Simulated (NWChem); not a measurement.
System: C4H6O; SMILES C(=O)CC=C

All runs: NWChem. Pople sets run with spherical d functions. Structure relaxed at the B3LYP/6-31G* (spherical d) level. Level: B3LYP/6-31G* with SMD, gas-phase geometry; reactions with the solvents are ignored. One conformer.

```
SMD term (kcal/mol)                 water  toluene
----------------------------------  -----  -------
distortion of the solute's density   1.56     0.16
polarisation                        -8.35    -2.66
cavity, dispersion and structure     4.55    -1.89
```

Q: Sum the solvation free energies, find the transfer free energy from water to toluene and the partition coefficient at 298.15 K.

A: 
1. ΔG(solv, water) = -2.24 kcal/mol and ΔG(solv, toluene) = -4.39 kcal/mol (1 M gas to 1 M solution).
2. Transfer: -4.39 − (-2.24) = -2.15 kcal/mol.
3. log₁₀ K(toluene/water) = −ΔG/(RT ln 10) = 2.15/1.364 = 1.6, so the model puts more of the solute in toluene.
4. Of the transfer energy, 4.29 kcal/mol is electrostatic and -6.44 comes from the non-electrostatic term. The two phases are taken as the pure solvents.
